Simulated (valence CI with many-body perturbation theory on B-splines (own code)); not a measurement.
## K¹³⁺: E2, M1 decay

Level of theory: valence CI with perturbative core correlation (CI+MBPT): four valence electrons over a frozen Dirac-Fock core [He], radial functions for each j: 11 s, 11 p, 10 d, 8 f, 5 g, 2 h, with the one-electron correlation potential Σ1, the two-electron term Σ2, the three-electron term Σ3, Breit, model QED; selected CI, second order for the rest, scaled by the run's own slope (own B-spline code, finite nucleus).

No measured spectrum was set against this ion. As an estimate, levels of excited configurations hold to 0.05 to 0.15 % of their energy, terms of the ground configuration to about 0.5 %. Among the levels kept, up to 940 cm⁻¹ of a level comes from second order outside the variational space, and about a tenth of that is noise between levels of different J, which matters for small intervals.

Lines 1 to 14 of 14 in falling wavelength, among levels below 574.69 eV, chosen from the decays that carry over 1 % of a level's rate. Wavelengths and rates use the calculated energies, so an error of 300 cm⁻¹ moves a line at 1473 Å by 0.44 % and its rate by three times that or more. Electric multipoles are in the length gauge, E1 and E2 with the static RPA response of the core. S is in atomic units (e²a₀⁴ for E2 and M2, e²a₀⁶ for E3), for M1 in squared Bohr magnetons. Weak lines are less certain than strong ones. Lines between different terms over intervals too small for the method are left out, as are lines whose strength nearly cancels.

Names give the largest LS component (configuration and term), which can be under half, so a name can repeat, a term be missing and a line seem to break the LS rules; names also repeat where a configuration has a term twice. Letters in brackets count levels of one name in rising energy.

| λ vac (Å) | Upper | Lower | Type | A (s⁻¹) | S (a.u.) |
| --- | --- | --- | --- | --- | --- |
| 7553 | 2s²2p² ³P_1 | 2s²2p² ³P_0 | M1 | 4.10e+01 | 1.96e+00 |
| 6672 | 2s²2p² ³P_2 | 2s²2p² ³P_1 | M1 | 4.38e+01 | 2.41e+00 |
| 1473 | 2s²2p² ¹D_2 | 2s²2p² ³P_2 | M1 | 4.78e+02 | 2.83e-01 |
| 1206 | 2s²2p² ¹D_2 | 2s²2p² ³P_1 | M1 | 3.01e+02 | 9.81e-02 |
| 602.3 | 2s²2p² ¹S_0 | 2s²2p² ³P_1 | M1 | 5.52e+03 | 4.47e-02 |
| 27.67 | 2s²2p3p ³D_1 [a] | 2s²2p² ¹D_2 | E2 | 1.83e+08 | 7.94e-03 |
| 27.43 | 2s2p²3p ³F°_4 | 2s2p³ ³P°_2 | E2 | 8.32e+07 | 1.04e-02 |
| 26.88 | 2s2p²3p ⁵D°_0 | 2s2p³ ⁵S°_2 | E2 | 2.28e+08 | 2.86e-03 |
| 26.87 | 2s²2p3p ³D_3 | 2s²2p² ³P_2 | E2 | 2.00e+08 | 1.75e-02 |
| 26.85 | 2s2p²3p ³F°_4 | 2s2p³ ³D°_3 | E2 | 1.86e+08 | 2.09e-02 |
| 26.83 | 2s2p²3p ³F°_4 | 2s2p³ ³D°_2 | E2 | 6.64e+07 | 7.42e-03 |
| 26.82 | 2s2p²3p ⁵D°_2 | 2s2p³ ⁵S°_2 | E2 | 2.14e+08 | 1.32e-02 |
| 26.75 | 2s2p²3p ⁵D°_3 | 2s2p³ ⁵S°_2 | E2 | 2.17e+08 | 1.86e-02 |
| 26.67 | 2s2p²3p ⁵D°_4 | 2s2p³ ⁵S°_2 | E2 | 2.30e+08 | 2.50e-02 |
